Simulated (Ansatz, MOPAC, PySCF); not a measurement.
System: BI, charge -1, multiplicity 2. SMILES: [B][I-]
Structure (B3LYP-D3(BJ)/def2-TZVP (Ansatz, an electronic-structure program) minimum search):
```
B
I 1 2.4274
```
Charge -1, spin multiplicity 2.

Wanted: vertical ionisation energy to the singlet, in eV. Terms: UHF or UKS for open shells; each state is the SCF solution reached for its charge and spin; def2 sets with scalar-relativistic core potentials past Kr; spin-orbit terms left out; valence correlation only (noble-gas shells and the d and f shells of earlier blocks); six Cartesian d functions in 6-31G* and its kin unless marked 5d; LANL2DZ with its own core potentials from Na on; STO-3G and 3-21G all-electron and non-relativistic. First-principles rows: single points at B3LYP-D3(BJ) geometries (Ansatz). Semi-empirical rows: differences of heats of formation at the shared geometry for vertical values. Anions need diffuse functions, which STO-3G, LANL2DZ, def2-SVP, cc-pVDZ and Pople sets without + lack.

```json
[
 {"level": "PM3", "program": "MOPAC", "vertical ionisation energy to the singlet (eV)": "0.83"},
 {"level": "PM6", "program": "MOPAC", "vertical ionisation energy to the singlet (eV)": "0.97"},
 {"level": "MNDO", "program": "MOPAC", "vertical ionisation energy to the singlet (eV)": "-0.04"},
 {"level": "HF/6-31G* with LANL2DZ past Ar", "program": "Ansatz", "vertical ionisation energy to the singlet (eV)": "0.35"},
 {"level": "B3LYP/STO-3G", "program": "Ansatz", "vertical ionisation energy to the singlet (eV)": "-3.71"},
 {"level": "B3LYP/3-21G", "program": "Ansatz", "vertical ionisation energy to the singlet (eV)": "0.52"},
 {"level": "B3LYP/6-31G* with LANL2DZ past Ar", "program": "Ansatz", "vertical ionisation energy to the singlet (eV)": "0.47"},
 {"level": "M06-2X/6-31G* with LANL2DZ past Ar (5d)", "program": "PySCF", "vertical ionisation energy to the singlet (eV)": "0.39"},
 {"level": "MP2/6-31G* with LANL2DZ past Ar", "program": "Ansatz", "vertical ionisation energy to the singlet (eV)": "0.02"},
 {"level": "M06-2X/def2-TZVPD", "program": "PySCF", "vertical ionisation energy to the singlet (eV)": "0.94"}
]
```

No value to compare with is used here. The 9 habitual levels span -3.71 (B3LYP/STO-3G) to 0.97 eV (PM6); M06-2X/def2-TZVPD gives 0.94.

The levels are drawn from those run, B3LYP/6-31G* more often than the rest, none by its result; left out are runs that failed, that the program found above a lower state of the same kind, or whose <S^2> lies over 0.5 above the pure value.
